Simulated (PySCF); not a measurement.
A GIAO shielding run with PySCF (density fitting, non-relativistic, gas phase) on SMILES C#C[C@](C)(CC#N)N[SiH3], C$_{6}$H$_{10}$N$_{2}$Si:

```
$ OMP_NUM_THREADS=1 python probes_run.py task.json out

{"job": {"kind": "nmr", "xc": "PBE0", "basis": "pcSseg-1"}, "charge": 0, "multiplicity": 1}
C     -1.367301    -1.833885    -1.501541
C     -0.901030    -1.050554    -0.726587
C     -0.384839    -0.069044     0.218250
C     -1.139108    -0.215743     1.547565
C     -0.664583     1.342143    -0.394407
C     -0.187264     2.378846     0.476371
N      0.209219     3.177038     1.193606
N      1.027512    -0.273885     0.432653
Si     2.173092    -0.734690    -0.766638
H     -1.762258    -2.532360    -2.177680
H     -0.821582     0.558076     2.244806
H     -0.924966    -1.190767     1.979354
H     -2.212410    -0.130506     1.391610
H     -0.147446     1.417665    -1.354489
H     -1.737734     1.471308    -0.556329
H      1.357111     0.290465     1.201970
H      1.824895    -2.077874    -1.225169
H      2.203580     0.161490    -1.935647
H      3.445310    -0.678474    -0.055159
```

Hardware: 1 thread of an Intel Xeon, shared host. The job also computes population analyses, field gradients.

Q: How large is the calculation?

A: 74 electrons, 210 basis functions and 1099 auxiliary functions.

Q: How long does it take, and how much memory does it need?

A: 2.4 min of wall time, with 16 SCF cycles and 5 response iterations; peak memory 1 GiB. Times on a shared host scatter by some tens of per cent.
